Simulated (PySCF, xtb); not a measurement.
2-hydroxy-1,3,2-dioxaborolane (C2H5BO3), SMILES O1B(O)OCC1.

Coordinates come from a PBE0-D3(BJ)/def2-SVP optimisation. A frequency run showed that this geometry is not a minimum. One conformer was computed; it need not be the lowest.

The numbers are results of IEF-PCM-B3LYP/def2-SVP in PySCF 2.14.0, not measurements.

The values are the electrostatic part of the solvation free energy, E(continuum) − E(gas) at the gas-phase geometry, in a cavity of scaled van der Waals radii (PySCF's table); cavitation and dispersion terms are not included. In vacuum the orbital gap is 8.69 eV. The dipole moment in vacuum is 2.33 D.

```tsv
solvent	ε	ΔG(elec) (kcal/mol)	dipole (D)	gap (eV)
water	78.36	-6.9	2.88	8.83
N,N-dimethylformamide	37.22	-6.7	2.87	8.82
methanol	32.61	-6.6	2.87	8.82
```

For comparison, GFN2-xTB/ALPB(water) (xtb, at the GFN2-xTB geometry, all terms of that model) gives -6.3 kcal/mol.
